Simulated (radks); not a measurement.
Results of a calculation; reference values are marked as such.
All-electron atom: neutral palladium in [Kr] 4d9 5s1 (not the ground configuration).

Level of theory: scalar-relativistic Kohn-Sham, r2SCAN, spin-polarised, spherical densities, finite nucleus; open shells are filled with parallel spins first (spin-orbit coupling, left out, can overturn this in heavy ions); meta-GGA in the generalised Kohn-Sham scheme; Fermi nuclear charge, rms radius 4.5318 fm (a radial shooting solver on a logarithmic mesh with Libxc functionals).

Energy parts (eV):
part                       energy
total                 -137321.063
kinetic                142437.935
electron-nucleus      -331687.035
Hartree                 55853.792
exchange-correlation    -3925.755

Orbitals (lengths in bohr, moments of r in powers of bohr; <r^-3> diverges for s and p1/2):
orbital  occ.  eigenvalue (eV)  <r^-3>
1s up       1        -24217.53       -
1s down     1        -24217.52       -
2s up       1        -3552.497       -
2s down     1        -3552.277       -
2p up       3        -3182.510    3505
2p down     3        -3182.344    3505
3s up       1        -648.9877       -
3s down     1        -648.9156       -
3p up       3        -526.3670   620.5
3p down     3        -526.2700   620.3
3d up       5        -332.1332   84.03
3d down     5        -331.9503   84.02
4s up       1         -91.4894       -
4s down     1         -90.6264       -
4p up       3         -56.4402   97.46
4p down     3         -55.5255   97.86
4d up       5          -7.2829   7.244
4d down     4          -6.1749   7.374
5s up       1          -4.9818       -
5s down     0          -3.2727       -

The highest occupied level is 5s up at -4.982 eV. The electron density at the nucleus is 1.359e+05 e/bohr^3 (large components only). Summed over all electrons, <r^2> = 49.00 bohr^2, which gives a Langevin (diamagnetic) susceptibility term of -38.8 x 10^-6 cm^3/mol. Spin moment in Bohr magnetons: 2. The spin density at the nucleus is 15.56 e/bohr^3 (1s 0.13, 2s -0.39, 3s 0.41, 4s -0.64, 5s 16.04). The density falls to 0.001 e/bohr^3 at r = 4.32 bohr.

Run on one thread of a shared host, so times are rough (Intel(R) Xeon(R) Platinum 8488C): 0.2 s of CPU time, 0.22 s wall, 13 iterations on 2437 mesh points.
